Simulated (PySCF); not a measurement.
A geometry optimisation, step by step.

C₃H₂BBrF₂.
Atom-mapped SMILES: `[F:1][B:2]([F:3])[C:4]1=[CH:5][C@H:6]1[Br:7]` (hydrogens: H8 on C5; H9 on C6)

Computed by this run: PBE0-D3(BJ)/def2-SVP geometry optimisation, gas phase (PySCF 2.14.0); density fitting, grid level 1; the optimiser is geomeTRIC in internal coordinates, started from a GFN2-xTB structure with every atom displaced at random (about 0.01 Å). The frame can shift and turn from step to step; on so coarse a grid that alone can change the energy by a few meV, and forces under 0.02 eV/Å are noise.

Step 0: E = -79267.8623 eV, largest atomic force 2.283 eV/Å
```
atom  x, y, z in Å  |  force x, y, z in eV/Å
F1      1.860   -0.963   -1.797   -0.824   0.685   0.366
B2      0.940   -0.053   -1.424    1.483  -0.394  -1.345
F3      0.757    0.959   -2.252   -0.100  -0.193   0.285
C4      0.187   -0.204   -0.128   -1.702  -0.052   1.521
C5     -0.021   -0.745    1.060   -0.375   1.211  -1.075
C6     -1.021    0.274    0.684    2.018  -0.346  -0.052
Br7    -0.959    2.034    1.523   -0.035  -0.155  -0.048
H8      0.352   -1.350    1.855    0.281  -0.589   0.646
H9     -2.038    0.029    0.445   -0.746  -0.167  -0.300
```

Step 1: E = -79267.9441 eV, largest atomic force 0.494 eV/Å
```
atom  x, y, z in Å  |  force x, y, z in eV/Å
F1      1.511   -1.007   -2.079    0.164  -0.152   0.046
B2      0.869   -0.024   -1.498   -0.456   0.176   0.073
F3      0.733    1.101   -2.163    0.099   0.042  -0.002
C4      0.179   -0.195   -0.123    0.034  -0.051  -0.207
C5      0.057   -0.774    1.047    0.065   0.169   0.336
C6     -0.926    0.271    0.765   -0.138  -0.312  -0.211
Br7    -0.841    1.998    1.648    0.068   0.047   0.042
H8      0.461   -1.428    1.819   -0.012  -0.025  -0.107
H9     -1.980    0.040    0.547    0.173   0.107   0.031
```

Step 2: E = -79267.9487 eV, largest atomic force 0.417 eV/Å
```
atom  x, y, z in Å  |  force x, y, z in eV/Å
F1      1.537   -1.009   -2.040   -0.024  -0.081  -0.112
B2      0.823   -0.039   -1.516    0.203   0.249   0.266
F3      0.724    1.096   -2.171   -0.057  -0.089  -0.110
C4      0.154   -0.202   -0.137   -0.176  -0.191  -0.111
C5      0.057   -0.764    1.047    0.020   0.113   0.020
C6     -0.936    0.266    0.760    0.105  -0.117   0.012
Br7    -0.784    1.991    1.646   -0.059   0.108   0.018
H8      0.481   -1.407    1.816   -0.011  -0.051  -0.038
H9     -1.992    0.049    0.560    0.000   0.059   0.056
```

Step 3: E = -79267.9563 eV, largest atomic force 0.153 eV/Å
```
atom  x, y, z in Å  |  force x, y, z in eV/Å
F1      1.526   -1.017   -2.046    0.000  -0.053   0.003
B2      0.829   -0.038   -1.510    0.075   0.101   0.005
F3      0.712    1.079   -2.193   -0.037  -0.030   0.012
C4      0.157   -0.201   -0.133   -0.110  -0.089  -0.058
C5      0.060   -0.764    1.050    0.036   0.123   0.040
C6     -0.929    0.272    0.767    0.081  -0.059  -0.007
Br7    -0.791    2.005    1.648   -0.005   0.027  -0.004
H8      0.482   -1.414    1.812   -0.005  -0.048  -0.021
H9     -1.985    0.060    0.569   -0.034   0.028   0.029
```

Step 4: E = -79267.9584 eV, largest atomic force 0.105 eV/Å
```
atom  x, y, z in Å  |  force x, y, z in eV/Å
F1      1.517   -1.035   -2.038    0.006   0.064  -0.007
B2      0.824   -0.046   -1.513   -0.019  -0.031  -0.033
F3      0.684    1.059   -2.210    0.032  -0.051   0.012
C4      0.154   -0.202   -0.135   -0.097  -0.035   0.000
C5      0.065   -0.758    1.052    0.058   0.076   0.045
C6     -0.920    0.279    0.773    0.040   0.011  -0.016
Br7    -0.772    2.023    1.639    0.015  -0.006  -0.006
H8      0.491   -1.414    1.807   -0.010  -0.029  -0.008
H9     -1.981    0.077    0.589   -0.024   0.001   0.013
```

Step 5: E = -79267.9595 eV, largest atomic force 0.188 eV/Å
```
atom  x, y, z in Å  |  force x, y, z in eV/Å
F1      1.510   -1.058   -2.032   -0.009   0.044   0.056
B2      0.801   -0.070   -1.522    0.031  -0.147  -0.113
F3      0.646    1.011   -2.250   -0.013   0.063   0.047
C4      0.140   -0.208   -0.138   -0.070   0.018  -0.001
C5      0.072   -0.746    1.059    0.074  -0.014   0.013
C6     -0.909    0.295    0.786   -0.016   0.109   0.004
Br7    -0.727    2.053    1.624    0.026  -0.035  -0.015
H8      0.507   -1.407    1.805   -0.020   0.001   0.011
H9     -1.978    0.110    0.632   -0.002  -0.038  -0.004
```

Step 6: E = -79267.9609 eV, largest atomic force 0.115 eV/Å
```
atom  x, y, z in Å  |  force x, y, z in eV/Å
F1      1.508   -1.073   -2.026   -0.018   0.049   0.017
B2      0.786   -0.088   -1.531    0.039  -0.105  -0.017
F3      0.624    0.990   -2.261   -0.005   0.035   0.002
C4      0.129   -0.213   -0.142   -0.058  -0.003  -0.009
C5      0.075   -0.738    1.062    0.056  -0.031  -0.005
C6     -0.903    0.306    0.791   -0.029   0.110   0.018
Br7    -0.695    2.071    1.609    0.020  -0.030  -0.012
H8      0.513   -1.400    1.806   -0.018   0.013   0.014
H9     -1.975    0.127    0.656    0.013  -0.037  -0.009
```

Step 7: E = -79267.9616 eV, largest atomic force 0.091 eV/Å
```
atom  x, y, z in Å  |  force x, y, z in eV/Å
F1      1.504   -1.096   -2.020   -0.002   0.004  -0.008
B2      0.766   -0.117   -1.539    0.005  -0.006   0.050
F3      0.592    0.953   -2.280    0.002   0.015  -0.026
C4      0.114   -0.222   -0.146   -0.006  -0.051  -0.013
C5      0.078   -0.726    1.068    0.003  -0.047  -0.047
C6     -0.895    0.324    0.795   -0.004   0.078   0.046
Br7    -0.640    2.096    1.582   -0.010   0.003  -0.005
H8      0.517   -1.383    1.816   -0.006   0.020   0.014
H9     -1.972    0.153    0.687    0.017  -0.017  -0.011
```

Step 8: E = -79267.9618 eV, largest atomic force 0.054 eV/Å
```
atom  x, y, z in Å  |  force x, y, z in eV/Å
F1      1.503   -1.101   -2.019    0.001  -0.015  -0.011
B2      0.764   -0.123   -1.539    0.012   0.035   0.039
F3      0.593    0.948   -2.280   -0.003  -0.004  -0.016
C4      0.112   -0.225   -0.146   -0.007  -0.037  -0.017
C5      0.077   -0.726    1.069   -0.009  -0.014  -0.013
C6     -0.892    0.329    0.796   -0.006   0.038   0.024
Br7    -0.637    2.104    1.573    0.004  -0.008  -0.004
H8      0.512   -1.381    1.821    0.003   0.013   0.008
H9     -1.969    0.157    0.689    0.006  -0.009  -0.010
```

Step 9: E = -79267.9618 eV, largest atomic force 0.044 eV/Å
```
atom  x, y, z in Å  |  force x, y, z in eV/Å
F1      1.503   -1.109   -2.016    0.007  -0.017  -0.005
B2      0.765   -0.130   -1.538   -0.006   0.043   0.005
F3      0.593    0.938   -2.282    0.005  -0.014   0.002
C4      0.111   -0.229   -0.145    0.003  -0.022  -0.007
C5      0.073   -0.724    1.071   -0.022   0.003   0.004
C6     -0.891    0.335    0.795    0.008  -0.002   0.003
Br7    -0.628    2.110    1.563    0.001   0.000   0.000
H8      0.505   -1.374    1.829    0.009   0.004   0.002
H9     -1.968    0.164    0.687   -0.004   0.005  -0.004
```

Step 10: E = -79267.9618 eV, largest atomic force 0.025 eV/Å
```
atom  x, y, z in Å  |  force x, y, z in eV/Å
F1      1.504   -1.116   -2.012    0.003  -0.006   0.003
B2      0.768   -0.134   -1.536   -0.006   0.020  -0.014
F3      0.598    0.933   -2.283    0.006  -0.010   0.010
C4      0.110   -0.232   -0.145    0.003  -0.005   0.001
C5      0.069   -0.723    1.073   -0.019   0.007   0.010
C6     -0.892    0.338    0.792    0.010  -0.017  -0.010
Br7    -0.624    2.114    1.557    0.001   0.003   0.001
H8      0.499   -1.370    1.834    0.008   0.000  -0.002
H9     -1.969    0.170    0.682   -0.005   0.008   0.001
```

Step 11: E = -79267.9617 eV, largest atomic force under 0.02 eV/Å
```
atom  x, y, z in Å  |  force x, y, z in eV/Å
F1      1.505   -1.120   -2.009   -0.002   0.001   0.004
B2      0.770   -0.136   -1.534    0.001  -0.002  -0.012
F3      0.603    0.931   -2.282    0.003  -0.001   0.006
C4      0.109   -0.233   -0.145   -0.001   0.000   0.003
C5      0.066   -0.722    1.074   -0.010   0.003   0.007
C6     -0.893    0.340    0.791    0.007  -0.012  -0.011
Br7    -0.623    2.116    1.553    0.000   0.004   0.002
H8      0.496   -1.368    1.837    0.004   0.000  -0.002
H9     -1.970    0.173    0.680   -0.003   0.006   0.002
```

**Question.** Summarise the path.

**Answer.** The energy falls by 0.0994 eV from step 0 to step 11; nine tenths of that is first reached at step 3. It never rises by more than 0.2 meV. The largest force goes from 2.283 to under 0.02 eV/Å. Among the bonds C4–C6 changes most, from 1.531 to 1.486 Å; the atoms move by 0.044 Å rms after alignment.

**Question.** Follow the three bonds and two angles with the largest change from start to end.

**Answer.** 
| step | E above end (eV) | largest force (eV/Å) | C4–C6 (Å) | B2–C4 (Å) | F1–B2 (Å) | F3–B2–C4 (°) | B2–C4–C5 (°) |
| --- | --- | --- | --- | --- | --- | --- | --- |
| 0 | 0.0994 | 2.283 | 1.531 | 1.507 | 1.347 | 123.1 | 153.2 |
| 1 | 0.0176 | 0.494 | 1.492 | 1.547 | 1.311 | 119.9 | 152.0 |
| 2 | 0.0130 | 0.417 | 1.487 | 1.542 | 1.314 | 120.3 | 152.0 |
| 3 | 0.0054 | 0.153 | 1.487 | 1.541 | 1.316 | 121.0 | 151.9 |
| 4 | 0.0034 | 0.105 | 1.487 | 1.540 | 1.317 | 120.9 | 151.7 |
| 5 | 0.0022 | 0.188 | 1.486 | 1.541 | 1.319 | 121.4 | 151.3 |
| 6 | 0.0008 | 0.115 | 1.485 | 1.541 | 1.318 | 121.1 | 151.1 |
| 7 | 0.0001 | 0.091 | 1.484 | 1.542 | 1.317 | 120.6 | 150.7 |
| 8 | -0.0001 | 0.054 | 1.484 | 1.542 | 1.316 | 120.6 | 150.7 |
| 9 | -0.0001 | 0.044 | 1.485 | 1.542 | 1.316 | 120.6 | 150.8 |
| 10 | 0.0000 | 0.025 | 1.485 | 1.542 | 1.316 | 120.6 | 150.8 |
| 11 | 0.0000 | under 0.02 | 1.486 | 1.542 | 1.317 | 120.7 | 150.9 |

What follows is the cost of the whole optimisation. Time: 88 s of wall time; peak memory 0.54 GiB. Hardware: one thread, Arm Neoverse V1 (aarch64), on a shared host.
